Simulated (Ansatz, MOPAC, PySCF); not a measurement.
Dimer: SiH4 (SMILES [SiH4]) (first 5 atoms) with C2H3N (SMILES CC#N); geometry from B3LYP-D3(BJ)/def2-TZVP, rigid monomers moved along the line of their centres of mass till Si1···C7 is 5.01 Å.
(charge 0, multiplicity 1):
```xyz
11

Si     0.18319     0.13842     0.10815
H     -0.21476     0.16739    -1.31924
H     -0.23661    -1.15587     0.69275
H     -0.51449     1.23481     0.81860
H      1.64530     0.30295     0.22479
C     -1.53955    -0.16538     5.23386
C     -0.09458    -0.08502     5.10054
N      1.04705    -0.02132     4.98248
H     -1.97744     0.83029     5.16312
H     -1.95028    -0.78645     4.43762
H     -1.80612    -0.60167     6.19654
```

Counterpoise-corrected where a basis set is named; no monomer relaxation. Rows marked so take none.

Cores are frozen in the correlated methods. Rows in 6-311+G**, 6-31G*, STO-3G carry no dispersion term and start afresh at each structure (6-31G* with six Cartesian d functions). The state that PM7 reach isn't checked; PM7 holds dispersion and hydrogen-bond terms.

Codes used: Ansatz (Gaussian basis) for Hartree–Fock, density functionals and correlated methods; MOPAC for PM7 (differences of heats of formation); PySCF for 6-311+G** rows, 6-31G* rows, STO-3G rows, the dispersion terms. Values without a source in brackets are computed.

```csv
level,interaction energy (kcal/mol)
PM7,-0.30
HF/STO-3G (no counterpoise),-0.09
HF/6-31G*,-0.18
HF/6-31G* (no counterpoise),-0.34
r2SCAN-D4/def2-TZVPPD,-0.49
B3LYP/6-31G* (no counterpoise),-0.27
B3LYP/6-311+G** (no counterpoise),-0.07
B3LYP/def2-TZVPPD,-0.05
SCS-MP2/aug-cc-pV(D+d)Z,___
```

### Question
Fill in the missing entries.

### Answer

- SCS-MP2/aug-cc-pV(D+d)Z, interaction energy (kcal/mol): -0.40

Ansatz is an electronic-structure program.
